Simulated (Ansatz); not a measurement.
Reactions of `[SiH3][SiH]1NC[SiH2]1`.

Gas-phase electronic energies from Ansatz, PBE0-D4/def2-TZVP geometries. CBS: MP2 limit from def2 TZ/QZ plus the TZ coupled-cluster correction, frozen cores. This one scheme is used for every species. DFT in def2-TZVPP. def2 core potentials past Kr. For Sn outer-core shells are correlated without core-valence functions, which leaves a few kJ/mol of doubt a bond. One conformer a species, not always the lowest.

```
                                                                               reaction  HF/CBS(def2) (kJ/mol)  r2SCAN-D4 (kJ/mol)
                                    `[SiH3][SiH]1NC[SiH2]1` → `[SiH3]/N=C\[SiH2][SiH3]`                     20                  54
`[SiH3][SiH]1NC[SiH2]1` + `[OH][SnH2][OH]` → `[OH][SnH2][O][SiH3]` + `C1N[SiH2][SiH2]1`                   -134                 -92
             `[SiH3][SiH]1NC[SiH2]1` + `[SiH3]P` → `[SiH3]P[SiH3]` + `C1N[SiH2][SiH2]1`                    -27                 -23
                               `[SiH3][SiH]1NC[SiH2]1` + H₂ → `C1N[SiH2][SiH2]1` + SiH₄                    -52                 -11
```

(1) Give the CCSD(T)/CBS values in the same order. (Estimate.)

Largest T1 diagnostic: 0.014, for `[SiH3]/N=C\[SiH2][SiH3]`.

Answers

(1) Computed: 51, -101, -26, -17 kJ/mol.
